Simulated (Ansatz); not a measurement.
`NC1=[CH][GeH2][O]1`. Charge 0, multiplicity 1. All single points use the PBE0-D4/def2-TZVP geometry. It is one conformer, not always the lowest.

```xyz
10

N     1.772    0.096   -0.728
C     0.516    0.038   -0.217
C     0.029    0.214    1.045
Ge   -1.692   -0.033    0.296
O    -0.467   -0.195   -1.119
H     1.898   -0.342   -1.625
H     2.537    0.009   -0.083
H     0.543    0.423    1.967
H    -2.483   -1.345    0.450
H    -2.653    1.136    0.013
```

**Question.** What is the dipole moment at r2SCAN/def2-TZVPP? (Best estimate.)

**Answer.** The calculation gave: 1.43 D, with components (1.20, -0.55, 0.54) D in this frame, pointing from negative to positive charge.

**Question.** And with PBE, B3LYP, ωB97M-V? (An estimate is asked.)

**Answer.** The calculation gave: PBE 1.43 D, B3LYP 1.41 D, ωB97M-V 1.36 D.

**Question.** Give the Mulliken charges with r2SCAN, PBE, ωB97M-V in def2-TZVPP. (Estimate.)

**Answer.** Computed: 
| atom | r2SCAN | PBE | ωB97M-V |
| --- | --- | --- | --- |
| N1 | -0.33 | -0.27 | -0.25 |
| C2 | 0.50 | 0.33 | 0.43 |
| C3 | -0.53 | -0.42 | -0.48 |
| Ge4 | 0.44 | 0.36 | 0.38 |
| O5 | -0.47 | -0.39 | -0.46 |
| H6 | 0.18 | 0.18 | 0.14 |
| H7 | 0.18 | 0.18 | 0.14 |
| H8 | 0.08 | 0.08 | 0.10 |
| H9 | -0.03 | -0.03 | 0.00 |
| H10 | -0.03 | -0.02 | 0.00 |

B3LYP here is the variant with VWN-RPA as its local correlation; programs differ in this.
